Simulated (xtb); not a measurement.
H3AlO3, charge -1, doublet, geometry from GFN2-xTB (such geometries of metal compounds can be far from the true shape) (a state made from the parent by changing its charge; the spin is typed, not shown lowest); xtb with GFN0-xTB.

Input for xtb:
```
$ xtb mol.xyz --gfn 0 --chrg -1 --uhf 1 --ohess --json

# file mol.xyz
7

Al     0.00000000     0.00000000    -0.00000000
O     -1.32813620    -1.13102725    -0.12535113
H     -2.05405656    -1.74921362    -0.19386438
O     -0.05426324     1.51302187    -0.87561501
H     -0.08392194     2.33999532    -1.35420053
O      1.38239944    -0.38199462     1.00096613
H      2.13797850    -0.59078169     1.54806491
```

Q: Predict the main parts of the log of this xtb run.

A: 
```
   ID    Z sym.   atoms
    1   13 Al     1
    2    8 O      2, 4, 6
    3    1 H      3, 5, 7

           -------------------------------------------------
          |                Calculation Setup                |
           -------------------------------------------------

           -------------------------------------------------
          |                 G F N 0 - x T B                 |
           -------------------------------------------------

          ...................................................
          :                      SETUP                      :
          :.................................................:
          :  # basis functions                  28          :
          :  # atomic orbitals                  27          :
          :  # shells                           15          :
          :  # electrons                        25          :
          :  electronic temp.          300.0000000     K    :
          :  accuracy                    1.0000000          :
          :  -> integral cutoff          0.2500000E+02      :
          :  -> integral neglect         0.1000000E-07      :
          ...................................................

         :::::::::::::::::::::::::::::::::::::::::::::::::::::
         ::                     SUMMARY                     ::
         :::::::::::::::::::::::::::::::::::::::::::::::::::::
         :: total energy             -14.085016455913 Eh    ::
         :: gradient norm              0.026286521119 Eh/a0 ::
         :: HOMO-LUMO gap              2.566345879425 eV    ::
         ::.................................................::
         :: H0 energy                -12.868073960796 Eh    ::
         :: repulsion energy           0.075050717448 Eh    ::
         :: electrostat energy        -1.290633905208 Eh    ::
         :: -> Gsolv                   0.000000000000 Eh    ::
         ::    -> Gsasa                0.000000000000 Eh    ::
         ::    -> Gshift               0.000000000000 Eh    ::
         :: dispersion energy         -0.001359307356 Eh    ::
         :: short-range corr.          0.000000000000 Eh    ::
         :: add. restraining           0.000000000000 Eh    ::
         :: total charge              -1.000000000000 e     ::
         :::::::::::::::::::::::::::::::::::::::::::::::::::::

      -----------------------------------------------------------
     |                   =====================                   |
     |                        A N C O P T                        |
     |                   =====================                   |
     |               Approximate Normal Coordinate               |
     |                Rational Function Optimizer                |
      -----------------------------------------------------------
      -----------------------------------------------------------
     |                   =====================                   |
     |                        A N C O P T                        |
     |                   =====================                   |
     |               Approximate Normal Coordinate               |
     |                Rational Function Optimizer                |
      -----------------------------------------------------------

          ...................................................
          :                      SETUP                      :
          :.................................................:
          :   optimization level            normal          :
          :   max. optcycles                   200          :
          :   ANC micro-cycles                  20          :
          :   degrees of freedom                15          :
          :.................................................:
          :   RF solver                   davidson          :
          :   write xtbopt.log                true          :
          :   linear?                        false          :
          :   energy convergence         0.5000000E-05 Eh   :
          :   grad. convergence          0.1000000E-02 Eh/α :
          :   maxmium RF displ.          1.0000000          :
          :   Hlow (freq-cutoff)         0.1000000E-01      :
          :   Hmax (freq-cutoff)         5.0000000          :
          :   S6 in model hess.         20.0000000          :
          ...................................................

generating ANC from exact Hessian ...
Using Lindh-Hessian (1995)
 Shifting diagonal of input Hessian by    1.0738907086019767E-002
 Lowest  eigenvalues of input Hessian
    0.010000    0.000000    0.000000    0.000000    0.000000    0.000000
    0.000000    0.031645    0.031657    0.206642    0.264548    0.264591
    0.265064    0.290577    0.290614    0.331885    0.776936    0.776946
 Highest eigenvalues
    0.331885    0.776936    0.776946    1.553602    1.813125    1.813129

........................................................................
.............................. CYCLE    1 ..............................
........................................................................
 * total energy  :   -14.0850165 Eh     change        0.0000000E+00 Eh
   gradient norm :     0.0262865 Eh/α   predicted     0.0000000E+00 (   0.00%)
   displ. norm   :     0.0785879 α      lambda       -0.1525747E-02
   maximum displ.:     0.0774455 α      in ANC's #4, #13, #1, ...

........................................................................
.............................. CYCLE    2 ..............................
........................................................................
 * total energy  :   -14.0863930 Eh     change       -0.1376502E-02 Eh
   gradient norm :     0.0215116 Eh/α   predicted    -0.7675850E-03 ( -44.24%)
   displ. norm   :     0.2992897 α      lambda       -0.4731699E-02
   maximum displ.:     0.2945161 α      in ANC's #4, #13, #1, ...

........................................................................
[...]
 * total energy  :   -14.0893955 Eh     change       -0.3002591E-02 Eh
 * total energy  :   -14.0898915 Eh     change       -0.4959472E-03 Eh
 * total energy  :   -14.0899927 Eh     change       -0.1012108E-03 Eh
 * total energy  :   -14.0900017 Eh     change       -0.8967336E-05 Eh
 * total energy  :   -14.0900021 Eh     change       -0.4544313E-06 Eh
   *** GEOMETRY OPTIMIZATION CONVERGED AFTER 7 ITERATIONS ***
         :: total energy             -14.090002128948 Eh    ::
[...]
     7   1 H    0.980 --     6 O    0.975
 ---------------------------------------------------------------------------

Topologies differ in total number of bonds
Writing topology from bond orders to xtbtopo.mol

 dipole moment from electron density (au)
     X       Y       Z
   0.0000  -0.0000  -0.0000  total (Debye):    0.000

           -------------------------------------------------
          |               Frequency Printout                |
           -------------------------------------------------
 projected vibrational frequencies (cm⁻¹)
eigval :       -0.00    -0.00    -0.00    -0.00     0.00     0.00
eigval :     -158.87  -158.86  -130.22   -18.93   -18.89    71.56
eigval :       99.85   100.18   111.95   112.08   122.98   200.16
eigval :     3396.36  3396.37  3396.96
 reduced masses (amu)
   1: 16.21   2: 14.47   3: 14.48   4: 17.22   5: 18.68   6: 18.96   7: 18.36   8: 18.36
   9: 22.31  10: 20.04  11: 20.03  12:  2.88  13:  1.47  14:  1.47  15:  2.88  16:  2.88
  17:  2.47  18: 15.11  19:  1.91  20:  1.91  21:  1.90
 IR intensities (km·mol⁻¹)
   1:  5.11   2:  0.86   3:  0.88   4:  7.61   5: 11.17   6: 11.86   7:  1.19   8:  1.20
   9: 20.90  10: 14.78  11: 14.72  12:  0.02  13: 78.13  14: 78.21  15:  0.06  16:  0.11
  17:224.55  18:  0.00  19: 70.45  20: 70.44  21:  0.02
 Raman intensities (Ä⁴*amu⁻¹)
   1:  0.00   2:  0.00   3:  0.00   4:  0.00   5:  0.00   6:  0.00   7:  0.00   8:  0.00
   9:  0.00  10:  0.00  11:  0.00  12:  0.00  13:  0.00  14:  0.00  15:  0.00  16:  0.00
  17:  0.00  18:  0.00  19:  0.00  20:  0.00  21:  0.00
 output can be read by thermo (or use thermo option).
 writing <g98.out> molden fake output.
 recommended (thermochemical) frequency scaling factor: 1.0
           -------------------------------------------------
          |             Thermodynamic Functions             |
           -------------------------------------------------
Molecule has the following symmetry elements: (C3) 3*(C2) (S3) 4*(sigma)
It seems to be the D3h point group

d3h symmetry found (for desy threshold:  0.10E+00) used in thermo
 inverting freq            4   18.931042437626960
 inverting freq            5   18.890053684059087

          ...................................................
          :                      SETUP                      :
          :.................................................:
          :  # frequencies                          12      :
          :  # imaginary freq.                       3      :
          :  linear?                             false      :
          :  only rotor calc.                    false      :
          :  symmetry                              d3h      :
          :  rotational number                       6      :
          :  scaling factor                  1.0000000      :
          :  rotor cutoff                   50.0000000 cm⁻¹ :
          :  imag. cutoff                  -20.0000000 cm⁻¹ :
          :.................................................:

    mode    ω/cm⁻¹     T·S(HO)/kcal·mol⁻¹    T·S(FR)/kcal·mol⁻¹   T·S(vib)
   ------------------------------------------------------------------------
       1     18.93    -2.01051 (  2.01%)    -1.34225 ( 97.99%)    -1.35571
       2     18.89    -2.01179 (  2.00%)    -1.34289 ( 98.00%)    -1.35624
       3     71.56    -1.22537 ( 80.76%)    -0.94980 ( 19.24%)    -1.17234
       4     99.85    -1.03077 ( 94.08%)    -0.85127 (  5.92%)    -1.02016
       5    100.18    -1.02888 ( 94.16%)    -0.85031 (  5.84%)    -1.01845
       6    111.95    -0.96447 ( 96.17%)    -0.81743 (  3.83%)    -0.95884
       7    112.08    -0.96380 ( 96.19%)    -0.81709 (  3.81%)    -0.95821
       8    122.98    -0.91023 ( 97.34%)    -0.78961 (  2.66%)    -0.90703
       9    200.16    -0.63553 ( 99.61%)    -0.64544 (  0.39%)    -0.63557
   ------------------------------------------------------------------------

   temp. (K)  partition function   enthalpy   heat capacity  entropy
                                   cal/mol     cal/K/mol   cal/K/mol   J/K/mol
 298.15  VIB  0.635E+05             4228.916     15.142     31.470
         ROT  0.174E+05              888.752      2.981     22.384
         INT  0.111E+10             5117.668     18.123     53.854
         TR   0.667E+27             1481.254      4.968     38.960
         TOT                        6598.9223    23.0907    92.8140   388.3336

       T/K    H(0)-H(T)+PV         H(T)/Eh          T*S/Eh         G(T)/Eh
   ------------------------------------------------------------------------
    298.15    0.105161E-01    0.356813E-01    0.440989E-01   -0.841760E-02
   ------------------------------------------------------------------------

         :::::::::::::::::::::::::::::::::::::::::::::::::::::
         ::                  THERMODYNAMIC                  ::
         :::::::::::::::::::::::::::::::::::::::::::::::::::::
         :: total free energy         -14.098419730060 Eh   ::
         ::.................................................::
         :: total energy              -14.090002128948 Eh   ::
         :: zero point energy           0.025165258533 Eh   ::
         :: G(RRHO) w/o ZPVE           -0.033582859646 Eh   ::
         :: G(RRHO) contrib.           -0.008417601112 Eh   ::
         :::::::::::::::::::::::::::::::::::::::::::::::::::::
imag cut-off (cm-1) :    5.00
 found            5  significant imaginary frequencies
 writing imag mode distorted coords to xtbhess.xyz
 for further optimization.

optimized geometry written to: xtbopt.xyz

           -------------------------------------------------
          | TOTAL ENERGY              -14.090002128948 Eh   |
          | TOTAL ENTHALPY            -14.054320818402 Eh   |
          | TOTAL FREE ENERGY         -14.098419730060 Eh   |
          | GRADIENT NORM               0.000010126567 Eh/α |
          | HOMO-LUMO GAP               3.452289155618 eV   |
           -------------------------------------------------

normal termination of xtb
```
